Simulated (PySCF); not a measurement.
Compound: C₇H₁₀N (doublet state).
Cartesian coordinates in Å at the GFN2-xTB level; atoms count from 1:
```xyz
18
C7H10N angstrom
C      2.9246    0.7160   -0.1292
C      1.9385   -0.1245    0.1317
C      1.0765   -0.7685   -0.9167
N     -0.2966   -0.3786   -0.7417
C     -1.2140   -1.0572    0.0156
C     -2.4574   -0.2460    0.1218
C     -2.0455    1.0069   -0.5946
C     -0.7865    0.8631   -1.0496
H      3.2097    0.9595   -1.1400
H      3.4953    1.1854    0.6534
H      1.6578   -0.3536    1.1507
H      1.1335   -1.8595   -0.8371
H      1.4108   -0.4692   -1.9152
H     -1.1043   -2.1033    0.2152
H     -3.3313   -0.7283   -0.3506
H     -2.7577   -0.0529    1.1653
H     -2.6841    1.8578   -0.7237
H     -0.1781    1.5591   -1.5966
```

The hyperfine couplings belong to this conformer and change with its torsions.

Identity: `C1C[CH]N(CC=C)C=1` [radical].

Method used: UKS B3LYP, pcH-1 on C H N, non-relativistic, mean-field spin-orbit, GIAO in PySCF 2.14.0. One conformer (not necessarily the lowest) at the GFN2-xTB geometry, without solvent, vibrations or thermal averaging. The geometry wasn't refined by DFT: couplings that depend on bond lengths, twists or pyramidal angles can differ widely from those at the functional's own minimum. No stability test was run, so a lower SCF solution isn't excluded.

Q: What is the g tensor, term by term?

A: 
```
                    Δg (ppm)     1     2     3
relativistic mass correction  -161  -161  -161
            gauge correction    -2    42    37
   orbital Zeeman/spin–orbit   -24   535  1176
                       total  -187   416  1051
```

So g = 2.00213, 2.00274, 2.00337 and g_iso = 2.00275; the tensor is rhombic: the two nearest values differ by 49 % of g3 − g1. Axes: g2 points within 14° of the N4–C5 bond and g3 points within 9° of the C7–H17 bond.

Q: At 33.898 GHz, how far is the centre of the isotropic spectrum from where a free electron (g = 2.002319) resonates?

A: B = hν/(g μB) with μB/h = 13.99624 MHz/mT gives 1209.56 mT for the free electron and 1209.31 mT at g_iso, 0.26 mT lower.

Q: How much does each term add to the isotropic shift?

A: The orbital-Zeeman/spin–orbit term 562, the mass correction -161 and the gauge correction 26 ppm, for a total of 427 ppm. The orbital-Zeeman/spin–orbit term is the largest in size. The mass correction is the same along every axis, so the anisotropy comes from the other two: their spans along these axes are 44 (gauge) and 1199 ppm (orbital Zeeman/spin–orbit).

Q: In a frozen sample, at which fields do the three g values resonate at 9.5, 34, 94 and 263 GHz (hyperfine left aside), and which band first spreads them over more than twice a line width of 0.3 mT?

A: 
| band | GHz | B(g3) mT | B(g2) mT | B(g1) mT | spread mT |
| --- | --- | --- | --- | --- | --- |
| X | 9.5 | 338.81 | 338.91 | 339.02 | 0.21 |
| Q | 34.0 | 1212.57 | 1212.95 | 1213.32 | 0.75 |
| W | 94.0 | 3352.39 | 3353.46 | 3354.47 | 2.07 |
| J | 263.0 | 9379.57 | 9382.55 | 9385.37 | 5.80 |

The spread grows in proportion to the frequency. Q band is the first where it exceeds 0.6 mT.

Largest spin populations (Mulliken): C5 (+0.76), C7 (+0.20), C6 (-0.10) and N4 (+0.10). The positive populations add up to 1.22 and the negative ones to -0.22, together 2S = 1. The angles at C5 add up to 357.7°, so it is nearly planar; its axial dipolar tensor and the negative coupling of its proton fit spin in a p orbital normal to that plane.

The HOMO–LUMO gaps are 3.33 eV among the α and 5.16 eV among the β orbitals.
